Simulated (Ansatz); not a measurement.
(H2Ga-mu-NH2)3 (Ga₃N₃H₁₂). Charge 0, multiplicity 1. Geometry B3LYP-D4/def2-SVP; atoms count from 1.

```xyz
18

Ga   -1.979   -0.548    0.415
H    -3.131    0.423   -0.046
H    -2.213   -1.910    1.170
N    -0.790   -0.967   -1.167
Ga    1.135   -1.389   -0.728
H     1.158   -2.140    0.658
H     1.845   -1.917   -2.034
N     1.806    0.485   -0.353
Ga    0.478    1.830    0.372
H     1.238    2.805    1.351
H    -0.373    2.308   -0.865
N    -0.672    0.583    1.466
H    -1.184   -1.775   -1.655
H    -0.836   -0.202   -1.845
H     2.208    0.872   -1.210
H     2.597    0.414    0.292
H    -0.083   -0.019    2.048
H    -1.205    1.149    2.131
```

(1) Estimate the Mulliken populations from the PBE0/def2-TZVP orbitals of Ansatz.

(2) And the Mayer bond orders between heavy atoms (over 0.3)?

Results:

(1) 
```tsv
atom	charge (e)
Ga1	0.26
H2	-0.09
H3	-0.09
N4	-0.58
Ga5	0.24
H6	-0.10
H7	-0.10
N8	-0.58
Ga9	0.24
H10	-0.10
H11	-0.10
N12	-0.58
H13	0.26
H14	0.27
H15	0.26
H16	0.26
H17	0.26
H18	0.26
```
Mulliken values depend strongly on the basis.

(2) Ga1–N4 0.66 (2.02 Å); Ga1–N12 0.66 (2.02 Å); N4–Ga5 0.68 (2.02 Å); Ga5–N8 0.66 (2.02 Å); N8–Ga9 0.67 (2.02 Å); Ga9–N12 0.67 (2.02 Å).
